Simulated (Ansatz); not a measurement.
Ansatz (a program for electronic structure) job for NbOCl, SMILES [Cl][Nb]=[O] (connectivity only; charge and spin as stated), neutral, multiplicity 3, PBE-D3(BJ)/def2-TZVP. 

Ansatz 0.2 input:
```yaml
crystal:
  periodic: [false, false, false]
  atoms:
    - {symbol: Nb, position_ang: [0.29595016, -0.45294309, 0.00000000]}
    - {symbol: O, position_ang: [-1.03624949, -1.49591029, 0.00000000]}
    - {symbol: Cl, position_ang: [-0.22611533, 1.79634995, 0.00000000]}
basis:
  gaussian:
    orbitals: def2-TZVP
hamiltonian:
  xc: pbe
  dispersion: d3bj
magnetization: {spin_polarized: true, initial_magnetization: 2}
relax: {f_tol: 0.002, max_steps: 200}
```

Output:

```
WARN ansatz: RAYON_NUM_THREADS=1 ignored (pool sized by the plan → 1); use --threads N
Functional definition: PBE
integrals: 0.03 GiB planned
725 factors; their error is unknown
mean field: 0.33 GiB planned
mean field evaluation 1: about -16106.5373 eV, gradient 5.3e1 eV
mean field evaluation 2: about -15918.1067 eV, gradient 1.6e2 eV
mean field evaluation 4: about -16113.1876 eV, gradient 2.6e1 eV
mean field evaluation 8: about -16116.7574 eV, gradient 9.5e-1 eV
mean field evaluation 16: about -16116.7574 eV, gradient 3.3e-4 eV
mean field evaluation 32: about -16116.2908 eV, gradient 7.0e-6 eV
mean field evaluation 64: about -16115.7440 eV, gradient 4.5e0 eV
mean field -16116.75742442 eV, -592.2799110169 hartree, gradient 1.5e-5 eV, S^2 2.011701; 7 other end points of the search recorded, 0 dependent functions left out
the calculation of the forces begins
reference -16116.75747920 eV, -592.2799130299 hartree; 20, 18 occupied and 88, 90 virtual orbitals, 725 factors
relax step   1: F+E_penalty+E_count = -16116.82358049 eV  Δ(F+E_penalty+E_count) = +0.000e0 eV  max|allowed force component| = 3.757e-1 eV/Å  Δτ_max = 0.0000 Å  (273 SCF iters, accepted)
these checks for a lower state are left out or cut short: starts, cluster_reference, orbital_swaps, neighbouring_geometries, increment
integrals: 0.03 GiB planned
725 factors; their error is unknown
mean field: 0.33 GiB planned
mean field -16116.75831451 eV, -592.2799437272 hartree, gradient 1.9e-5 eV, S^2 2.012079; 0 other end points of the search recorded, 0 dependent functions left out
the calculation of the forces begins
reference -16116.75836917 eV, -592.2799457360 hartree; 20, 18 occupied and 88, 90 virtual orbitals, 725 factors
relax step   2: F+E_penalty+E_count = -16116.82473729 eV  Δ(F+E_penalty+E_count) = -1.157e-3 eV  max|allowed force component| = 8.663e-2 eV/Å  Δτ_max = 0.0264 Å  (37 SCF iters, accepted)
these checks for a lower state are left out or cut short: starts, cluster_reference, orbital_swaps, neighbouring_geometries, increment
integrals: 0.03 GiB planned
725 factors; their error is unknown
mean field: 0.33 GiB planned
mean field evaluation 96: about -16116.7594 eV, gradient 2.0e-5 eV
mean field -16116.75938211 eV, -592.2799829607 hartree, gradient 2.0e-5 eV, S^2 2.011972; 0 other end points of the search recorded, 0 dependent functions left out
the calculation of the forces begins
reference -16116.75943683 eV, -592.2799849717 hartree; 20, 18 occupied and 88, 90 virtual orbitals, 725 factors
relax step   3: F+E_penalty+E_count = -16116.82567772 eV  Δ(F+E_penalty+E_count) = -9.404e-4 eV  max|allowed force component| = 8.084e-2 eV/Å  Δτ_max = 0.0125 Å  (35 SCF iters, accepted)
these checks for a lower state are left out or cut short: starts, cluster_reference, orbital_swaps, neighbouring_geometries, increment
integrals: 0.03 GiB planned
725 factors; their error is unknown
mean field: 0.33 GiB planned
mean field -16116.75954965 eV, -592.2799891176 hartree, gradient 2.0e-5 eV, S^2 2.012048; 0 other end points of the search recorded, 0 dependent functions left out
the calculation of the forces begins
reference -16116.75960439 eV, -592.2799911294 hartree; 20, 18 occupied and 88, 90 virtual orbitals, 725 factors
relax step   4: F+E_penalty+E_count = -16116.82581090 eV  Δ(F+E_penalty+E_count) = -1.332e-4 eV  max|allowed force component| = 1.172e-2 eV/Å  Δτ_max = 0.0034 Å  (37 SCF iters, accepted)
these checks for a lower state are left out or cut short: starts, cluster_reference, orbital_swaps, neighbouring_geometries, increment
integrals: 0.03 GiB planned
725 factors; their error is unknown
mean field: 0.33 GiB planned
mean field -16116.75954612 eV, -592.2799889879 hartree, gradient 1.8e-5 eV, S^2 2.012047; 0 other end points of the search recorded, 0 dependent functions left out
the calculation of the forces begins
reference -16116.75960086 eV, -592.2799909997 hartree; 20, 18 occupied and 88, 90 virtual orbitals, 725 factors
relax step   5: F+E_penalty+E_count = -16116.82581375 eV  Δ(F+E_penalty+E_count) = -2.846e-6 eV  max|allowed force component| = 1.872e-3 eV/Å  Δτ_max = 0.0005 Å  (29 SCF iters, accepted)
integrals: 0.03 GiB planned
725 factors; their error is unknown
mean field: 0.33 GiB planned
mean field evaluation 128: about -16116.7595 eV, gradient 9.4e-3 eV
mean field evaluation 160: about -16116.7595 eV, gradient 4.2e-5 eV
mean field evaluation 192: about -16116.2850 eV, gradient 1.6e0 eV
mean field -16116.75954612 eV, -592.2799889879 hartree, gradient 1.7e-5 eV, S^2 2.012047; 8 other end points of the search recorded, 0 dependent functions left out
the calculation of the forces begins
reference -16116.75960086 eV, -592.2799909997 hartree; 20, 18 occupied and 88, 90 virtual orbitals, 725 factors
Total energy: -16116.82586849 eV, -592.2824262901 hartree
Atom 0 at     0.308674    -0.455439     0.000000 Å, force     0.001872     0.000837     0.000000 eV/Å
Atom 1 at    -1.042142    -1.486237    -0.000000 Å, force    -0.001784    -0.001468    -0.000000 eV/Å
Atom 2 at    -0.232946     1.789172     0.000000 Å, force    -0.000088     0.000632     0.000000 eV/Å
Dipole moment:     0.749901    -0.229387     0.000000 e Å
```

The calculation finished and met its thresholds.
